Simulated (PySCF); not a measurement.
C₄H₃F₃N₂.
Structure used (PBE0-D3(BJ)/def2-SVP), in Å, numbered top down from 1:
```xyz
12
C4H3F3N2 angstrom
F     -2.2623    0.6820    0.8588
C     -1.7033   -0.1084   -0.0702
F     -2.1348   -1.3517    0.1320
F     -2.1679    0.2822   -1.2580
C     -0.2175   -0.0181    0.0071
C      0.7779   -0.7499   -0.6109
C      1.9695   -0.1470   -0.1557
N      1.7235    0.8638    0.6691
N      0.4056    0.9257    0.7510
H      0.6543   -1.5910   -1.2880
H      2.9974   -0.4145   -0.3967
H     -0.0408    1.6187    1.3400
```

Computed with PySCF at wB97X-D/def2-SVPD, non-relativistic, on one gas-phase PBE0-D3(BJ)/def2-SVP geometry that isn't relaxed in the solvent. The solvent is an IEF-PCM continuum (cavity from Bondi-type radii × 1.2), and excitations are vertical TDDFT with non-equilibrium linear response and a frozen core. Specific hydrogen bonds and non-electrostatic terms are outside this model.

Gas-phase singlets (H = HOMO, L = LUMO):

```
state  E (eV)  λ (nm)      f         leading configurations
   S1   6.727     184  0.065  H-1→L 74%, H→L+2 14%, H→L 10%
   S2   6.809     182  0.005                      H-2→L 91%
   S3   6.945     179  0.155                        H→L 82%
   S4   7.994     155  0.009                      H→L+1 88%
   S5   8.114     153  0.011        H-1→L+1 81%, H-1→L+4 9%
```

Question: What are the lowest 5 singlets in cyclohexane (ε = 2.017)?

Answer: 
| state | E (eV) | λ (nm) | f | leading configurations | change by rank (eV) |
| --- | --- | --- | --- | --- | --- |
| S1 | 6.667 | 186 | 0.104 | H-1→L 66%, H→L 22%, H→L+2 10% | -0.060 |
| S2 | 6.865 | 181 | 0.026 | H-2→L 82% | +0.056 |
| S3 | 6.894 | 180 | 0.174 | H→L 64%, H-1→L 16%, H-2→L 11% | -0.051 |
| S4 | 8.040 | 154 | 0.028 | H→L+1 79% | +0.046 |
| S5 | 8.152 | 152 | 0.012 | H-1→L+1 70%, H-1→L+4 14% | +0.038 |

Question: What are the lowest 5 singlets in methanol (ε = 32.61)?

Answer: 
```tsv
state	E (eV)	λ (nm)	f	leading configurations	change by rank (eV)
S1	6.658	186	0.101	H-1→L 47%, H→L 41%	-0.069
S2	6.934	179	0.179	H→L 50%, H-1→L 38%	+0.125
S3	6.991	177	0.010	H-2→L 91%	+0.046
S4	8.077	153	0.044	H→L+1 71%, H→L+3 10%	+0.083
S5	8.212	151	0.007	H-1→L+1 61%, H-1→L+3 15%	+0.098
```

Question: How do the frontier levels move from gas to methanol?

Answer: 
```json
{"orbital": "LUMO+2", "gas (eV)": "2.76", "solvent (eV)": "2.90", "change (eV)": "+0.14"}
{"orbital": "LUMO+1", "gas (eV)": "2.28", "solvent (eV)": "2.50", "change (eV)": "+0.22"}
{"orbital": "LUMO", "gas (eV)": "1.27", "solvent (eV)": "1.42", "change (eV)": "+0.15"}
{"orbital": "HOMO", "gas (eV)": "-9.83", "solvent (eV)": "-9.73", "change (eV)": "+0.10"}
{"orbital": "HOMO-1", "gas (eV)": "-10.04", "solvent (eV)": "-9.87", "change (eV)": "+0.17"}
{"orbital": "HOMO-2", "gas (eV)": "-10.90", "solvent (eV)": "-10.95", "change (eV)": "-0.05"}
{"orbital": "HOMO-3", "gas (eV)": "-13.47", "solvent (eV)": "-13.33", "change (eV)": "+0.14"}
```

The HOMO–LUMO gap goes from 11.11 to 11.15 eV. Rows go by rank; for LUMO+1 the atom shares or the degeneracy differ between the runs, so the row needn't follow one orbital.
